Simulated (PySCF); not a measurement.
Compound: (ClSi)4S6 adamantane, Cl4S6Si4.
Cartesian coordinates in Å at the PBE0-D3(BJ)/def2-SVP level; atoms count from 1:
```
atom  x, y, z in Å
Si1   -1.6025   -0.9129   -0.8386
Cl2   -3.2109   -1.8250   -1.6962
S3    -0.6258    0.1168   -2.4334
Si4    1.0190    1.0232   -1.4157
Cl5    2.0420    2.0534   -2.8471
S6     0.4174    2.4822    0.0230
Si7   -0.6330    1.2772    1.4408
Cl8   -1.2699    2.5733    2.8796
S9    -2.4088    0.3998    0.6411
S10    0.6236   -0.1291    2.4473
Si11   1.2115   -1.4011    0.8324
Cl12   2.4366   -2.8096    1.6541
S13   -0.4232   -2.4899   -0.0100
S14    2.4046   -0.4020   -0.6340
```

Method: TDDFT PBE0/def2-SVPD, vertical, gas phase, core orbitals frozen in the response (PySCF 2.14.0, density-fitted response routines).

```tsv
state	E (eV)	E (kJ/mol)	λ (nm)	f	symmetry	main configurations (H = HOMO, L = LUMO)
S1	4.04	389	307.2	0.0000	–	H-2/H-1/H→L (99%)
S2	4.04	390	307.0	0.0000	–	H-2/H-1/H→L (99%)
S3	4.04	390	306.9	0.0000	–	H-2/H-1/H→L (99%)
S4	4.88	471	254.1	0.0029	T2	H-3→L (97%)
S5	4.88	471	254.0	0.0029	T2	H-4→L (97%)
S6	4.88	471	253.8	0.0030	T2	H-5→L (98%)
S7	5.37	519	230.7	0.0000	–	H-2/H-1/H→L+1/L+2 (≥53%), H-2/H-1/H→L+3 (≥26%)
S8	5.49	530	225.8	0.0000	–	H-2/H-1/H→L+1/L+2 (≥90%)
S9	5.50	531	225.5	0.0000	–	H-2/H-1/H→L+3 (≥41%), H-2/H-1/H→L+1/L+2 (≥38%)
S10	5.50	531	225.3	0.0000	–	H-2/H-1/H→L+3 (≥46%), H-2/H-1/H→L+1/L+2 (≥24%)
```

Triplets (Tamm–Dancoff): T1 3.95 eV, H-2/H-1/H→L (98%); T2 3.96 eV, H-2/H-1/H→L (≥97%); T3 3.96 eV, H-2/H-1/H→L (97%).

The lowest singlet level (S1/S2/S3) comes at 307 nm (389 kJ/mol) in the ultraviolet; it is dark (f under 0.0005). The most intense listed level is S4/S5/S6 at 4.88 eV (254 nm, f = 0.0089 summed), 0.84 eV above S1. S1/S2/S3, S4/S5/S6 and S8/S9/S10 lie within about 0.01 eV of each other in each set; the point group Td has degenerate representations, and within a degenerate level the listed configurations can mix freely. Löwdin shares by element: HOMO (one of a set within 0.03 eV) sulfur 85% or more (atoms not listed hold the other 15%); LUMO silicon 40% (atoms not listed hold the other 60%). Of the 10 states listed, none reaches f = 0.01 and 7 stay under 0.0005. The listed states span 1.47 eV, and the widest gap between neighbours is 0.84 eV (S3 to S4). The oscillator strengths of these states sum to 0.009; summed over the whole spectrum of an exact calculation they would give the number of electrons, 220 (Thomas–Reiche–Kuhn). Symmetry labels in Td follow from the direction of the transition dipole and are given only for states with f of 0.002 or more. Orbitals of the list HOMO-3 to LUMO+2 that lie within 0.01 eV of each other are written together with a slash and their weights summed (≥ marks a lower bound); for degenerate orbitals outside that list single weights are arbitrary. Only the lowest 10 singlets were computed, as vertical energies without vibronic structure.

Hardware: 2 threads, Intel Xeon Platinum 8259CL at 2.50 GHz (x86_64) (shared host). Cost: 8.7 min wall, 19 min CPU (grids of density and orbitals included), 3.4 GiB resident at most.

One conformer stands for the species.
